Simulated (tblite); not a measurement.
Parent: `[SiH3:1][CH2:2][CH2:3][c:4]1[n:5][cH:6][cH:7][o:8]1` with Si1–C2–C3–C4 -57°, C2–C3–C4–N5 -87°, C5H9NOSi.

The geometries are computed with GFN2-xTB (gas phase). One conformer each, not checked by frequencies here.

```json
{"coordinate of the parent": "Si1–C2", "value": "1.906 Å"}
{"coordinate of the parent": "C2–C3", "value": "1.534 Å"}
{"coordinate of the parent": "C3–C4", "value": "1.482 Å"}
{"coordinate of the parent": "C4–N5", "value": "1.295 Å"}
{"coordinate of the parent": "N5–C6", "value": "1.366 Å"}
{"coordinate of the parent": "C6–C7", "value": "1.356 Å"}
{"coordinate of the parent": "C7–O8", "value": "1.352 Å"}
{"coordinate of the parent": "C4–O8", "value": "1.347 Å"}
{"coordinate of the parent": "Si1–C2–C3", "value": "113.3°"}
{"coordinate of the parent": "C2–C3–C4", "value": "110.5°"}
{"coordinate of the parent": "C3–C4–N5", "value": "127.3°"}
{"coordinate of the parent": "C3–C4–O8", "value": "119.4°"}
{"coordinate of the parent": "N5–C4–O8", "value": "113.3°"}
{"coordinate of the parent": "C4–N5–C6", "value": "105.3°"}
{"coordinate of the parent": "N5–C6–C7", "value": "108.6°"}
{"coordinate of the parent": "C6–C7–O8", "value": "107.9°"}
{"coordinate of the parent": "C4–O8–C7", "value": "105.0°"}
```

Q: How does the shared frame change in `[SiH3:1][SiH2:2][CH2:3][c:4]1[n:5][cH:6][cH:7][o:8]1` with Si1–Si2–C3–C4 46°, Si2–C3–C4–N5 -44°, C4H9NOSi2? Atoms pair as C3 = C3, C4 = C4, N5 = N5, C6 = C6, C7 = C7, O8 = O8 (parent first).

A: 
```json
{"parent": "C3–C4", "relative": "C3–C4", "value in the relative": "1.465 Å", "change": "-0.017"}
{"parent": "C4–N5", "relative": "C4–N5", "value in the relative": "1.301 Å", "change": "+0.006"}
{"parent": "N5–C6", "relative": "N5–C6", "value in the relative": "1.365 Å", "change": "-0.001"}
{"parent": "C6–C7", "relative": "C6–C7", "value in the relative": "1.355 Å", "change": "-0.001"}
{"parent": "C7–O8", "relative": "C7–O8", "value in the relative": "1.357 Å", "change": "+0.005"}
{"parent": "C4–O8", "relative": "C4–O8", "value in the relative": "1.342 Å", "change": "-0.005"}
{"parent": "C3–C4–N5", "relative": "C3–C4–N5", "value in the relative": "124.9°", "change": "-2.4"}
{"parent": "C3–C4–O8", "relative": "C3–C4–O8", "value in the relative": "122.2°", "change": "+2.8"}
{"parent": "N5–C4–O8", "relative": "N5–C4–O8", "value in the relative": "112.9°", "change": "-0.4"}
{"parent": "C4–N5–C6", "relative": "C4–N5–C6", "value in the relative": "105.6°", "change": "+0.3"}
{"parent": "N5–C6–C7", "relative": "N5–C6–C7", "value in the relative": "108.4°", "change": "-0.2"}
{"parent": "C6–C7–O8", "relative": "C6–C7–O8", "value in the relative": "107.9°", "change": "0.0"}
{"parent": "C4–O8–C7", "relative": "C4–O8–C7", "value in the relative": "105.2°", "change": "+0.2"}
```

Of the parent's bonds, C3–C4 changes most (-0.017 Å). Bonds of the relative outside the shared frame: Si1–Si2 2.309, Si2–C3 1.923 Å. Point group C1 → C1.

Q: How does the shared frame change in `[SiH3:1][CH2:2][CH2:3][CH2:4][c:5]1[n:6][cH:7][cH:8][o:9]1` with Si1–C2–C3–C4 -179°, C2–C3–C4–C5 65°, C3–C4–C5–N6 -99°, C6H11NOSi? Atoms pair as C2 = C3, C3 = C4, C4 = C5, N5 = N6, C6 = C7, C7 = C8, O8 = O9 (parent first).

A: 
```json
{"parent": "C2–C3", "relative": "C3–C4", "value in the relative": "1.538 Å", "change": "+0.004"}
{"parent": "C3–C4", "relative": "C4–C5", "value in the relative": "1.483 Å", "change": "+0.001"}
{"parent": "C4–N5", "relative": "C5–N6", "value in the relative": "1.296 Å", "change": "+0.001"}
{"parent": "N5–C6", "relative": "N6–C7", "value in the relative": "1.366 Å", "change": "0.000"}
{"parent": "C6–C7", "relative": "C7–C8", "value in the relative": "1.357 Å", "change": "+0.001"}
{"parent": "C7–O8", "relative": "C8–O9", "value in the relative": "1.352 Å", "change": "0.000"}
{"parent": "C4–O8", "relative": "C5–O9", "value in the relative": "1.347 Å", "change": "0.000"}
{"parent": "C2–C3–C4", "relative": "C3–C4–C5", "value in the relative": "111.2°", "change": "+0.7"}
{"parent": "C3–C4–N5", "relative": "C4–C5–N6", "value in the relative": "127.1°", "change": "-0.2"}
{"parent": "C3–C4–O8", "relative": "C4–C5–O9", "value in the relative": "119.8°", "change": "+0.4"}
{"parent": "N5–C4–O8", "relative": "N6–C5–O9", "value in the relative": "113.2°", "change": "-0.1"}
{"parent": "C4–N5–C6", "relative": "C5–N6–C7", "value in the relative": "105.4°", "change": "+0.1"}
{"parent": "N5–C6–C7", "relative": "N6–C7–C8", "value in the relative": "108.6°", "change": "0.0"}
{"parent": "C6–C7–O8", "relative": "C7–C8–O9", "value in the relative": "107.9°", "change": "0.0"}
{"parent": "C4–O8–C7", "relative": "C5–O9–C8", "value in the relative": "105.0°", "change": "0.0"}
```

Of the parent's bonds, C2–C3 changes most (+0.004 Å). Bonds of the relative outside the shared frame: Si1–C2 1.901, C2–C3 1.524 Å. Point group C1 → C1.

Q: How does the shared frame change in `[SiH3:1]/[CH:2]=[CH:3]/[c:4]1[n:5][cH:6][cH:7][o:8]1` with C2–C3–C4–N5 0°, C5H7NOSi? Atoms pair as Si1 = Si1, C2 = C2, C3 = C3, C4 = C4, N5 = N5, C6 = C6, C7 = C7, O8 = O8 (parent first).

A: 
```csv
parent,relative,value in the relative,change
Si1–C2,Si1–C2,1.877 Å,-0.029
C2–C3,C2=C3,1.335 Å,-0.199
C3–C4,C3–C4,1.439 Å,-0.043
C4–N5,C4–N5,1.306 Å,+0.011
N5–C6,N5–C6,1.358 Å,-0.008
C6–C7,C6–C7,1.361 Å,+0.005
C7–O8,C7–O8,1.347 Å,-0.005
C4–O8,C4–O8,1.353 Å,+0.006
Si1–C2–C3,Si1–C2–C3,125.0°,+11.7
C2–C3–C4,C2–C3–C4,123.3°,+12.8
C3–C4–N5,C3–C4–N5,127.5°,+0.2
C3–C4–O8,C3–C4–O8,119.7°,+0.3
N5–C4–O8,N5–C4–O8,112.8°,-0.5
C4–N5–C6,C4–N5–C6,105.4°,+0.1
N5–C6–C7,N5–C6–C7,108.8°,+0.2
C6–C7–O8,C6–C7–O8,108.0°,+0.1
C4–O8–C7,C4–O8–C7,105.1°,+0.1
```

Of the parent's bonds, C2–C3 changes most (-0.199 Å). Point group C1 → Cs.

Q: How does the shared frame change in `[N:1]#[C:2][C@H:3]([CH2:4][SiH3:5])[c:6]1[n:7][cH:8][cH:9][o:10]1` with C2–C3–C4–Si5 -178°, C2–C3–C6–N7 -113°, C6H8N2OSi? Atoms pair as Si1 = Si5, C2 = C4, C3 = C3, C4 = C6, N5 = N7, C6 = C8, C7 = C9, O8 = O10 (parent first).

A: 
| parent | relative | value in the relative | change |
| --- | --- | --- | --- |
| Si1–C2 | Si5–C4 | 1.908 Å | +0.002 |
| C2–C3 | C4–C3 | 1.536 Å | +0.002 |
| C3–C4 | C3–C6 | 1.490 Å | +0.008 |
| C4–N5 | C6–N7 | 1.295 Å | 0.000 |
| N5–C6 | N7–C8 | 1.365 Å | -0.001 |
| C6–C7 | C8–C9 | 1.357 Å | +0.001 |
| C7–O8 | C9–O10 | 1.351 Å | -0.001 |
| C4–O8 | C6–O10 | 1.343 Å | -0.004 |
| Si1–C2–C3 | Si5–C4–C3 | 112.1° | -1.2 |
| C2–C3–C4 | C4–C3–C6 | 111.3° | +0.8 |
| C3–C4–N5 | C3–C6–N7 | 126.2° | -1.1 |
| C3–C4–O8 | C3–C6–O10 | 120.2° | +0.8 |
| N5–C4–O8 | N7–C6–O10 | 113.6° | +0.3 |
| C4–N5–C6 | C6–N7–C8 | 105.1° | -0.2 |
| N5–C6–C7 | N7–C8–C9 | 108.5° | -0.1 |
| C6–C7–O8 | C8–C9–O10 | 107.9° | 0.0 |
| C4–O8–C7 | C6–O10–C9 | 104.8° | -0.2 |

Of the parent's bonds, C3–C4 changes most (+0.008 Å). Bonds of the relative outside the shared frame: N1≡C2 1.143, C2–C3 1.448 Å. Point group C1 → C1.

Q: How does the shared frame change in `[SiH3:1][CH2:2][O:3][CH2:4][c:5]1[n:6][cH:7][cH:8][o:9]1` with Si1–C2–O3–C4 175°, C2–O3–C4–C5 -72°, O3–C4–C5–N6 76°, C5H9NO2Si? Atoms pair as C3 = C4, C4 = C5, N5 = N6, C6 = C7, C7 = C8, O8 = O9 (parent first).

A: 
```tsv
parent	relative	value in the relative	change
C3–C4	C4–C5	1.494 Å	+0.012
C4–N5	C5–N6	1.297 Å	+0.002
N5–C6	N6–C7	1.365 Å	-0.001
C6–C7	C7–C8	1.358 Å	+0.002
C7–O8	C8–O9	1.349 Å	-0.003
C4–O8	C5–O9	1.344 Å	-0.003
C3–C4–N5	C4–C5–N6	126.9°	-0.4
C3–C4–O8	C4–C5–O9	119.8°	+0.4
N5–C4–O8	N6–C5–O9	113.2°	-0.1
C4–N5–C6	C5–N6–C7	105.3°	0.0
N5–C6–C7	N6–C7–C8	108.5°	-0.1
C6–C7–O8	C7–C8–O9	107.9°	0.0
C4–O8–C7	C5–O9–C8	105.1°	+0.1
```

Of the parent's bonds, C3–C4 changes most (+0.012 Å). Bonds of the relative outside the shared frame: Si1–C2 1.904, C2–O3 1.419, O3–C4 1.408 Å. Point group C1 → C1.
